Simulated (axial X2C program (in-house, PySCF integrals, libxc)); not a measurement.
Levels of RuN by electron attachment to RuN⁺ (EOM-EA-CCSD)

Calculated with an axial X2C code built on PySCF integrals: two-component X2C with atomic mean-field Coulomb and Gaunt terms, Gaussian nuclei, basis Ru dyall-acv3z, N dyall-av3z with contracted cores.

R = 1.481 Å (0.960 times 1.543 Å, the PBE0 minimum at charge 0 for the lowest determinant).

Levels of RuN obtained by attaching an electron to RuN⁺:

```csv
Ω,binding energy (eV),above lowest (cm⁻¹),attached spinor,one-particle weight
1/2,7.101,0,"55% Ru sσ, 19% N pσ, 10% Ru pσ",0.96
1/2,5.611,12020,"34% Ru dπ, 32% Ru pπ, 27% N pπ",0.95
3/2,5.504,12878,"35% Ru dπ, 31% Ru pπ, 27% N pπ",0.95
1/2,4.064,24493,"37% Ru pσ, 32% Ru dσ, 18% N pσ",0.97
```

(1) Take the first Ω = 1/2 and Ω = 3/2 rows of π character: how far apart are they, and which lies lower?

This point took 18 s on 1 thread of Arm Neoverse V1, with other jobs on the host.

Reference electrons by ω block (each with its −ω partner): 1/2: 16, 3/2: 7, 5/2: 2. 12 electrons of RuN⁺ correlated (inner shells frozen), 92 natural virtual spinors (a truncated set); levels can be off by some tenths of an eV. Roots sought by Ω: (1/2: 5, 3/2: 4, 5/2: 2, 7/2: 1); the list ends where they run out and leaves out roots under 60 % one-particle weight. The solver can skip a root, and states that need a further excitation, which the method places far too high, are missing though they may lie low or lowest. T1 of the reference 0.026 (Lee–Taylor). The reference was not checked to be the lowest state of its species. Number of frozen shells: Ru 4 s, 3 p, 1 d; N 1 s. Large amplitudes in the reference (orbital relaxation or multireference character) lower the reliability.

Results:

(1) E(3/2) − E(1/2) = 12878 − 12020 = 858 cm⁻¹ at EOM-EA-CCSD: regular, Ω = 1/2 lower. Splittings at this level can be off by ten to twenty per cent.
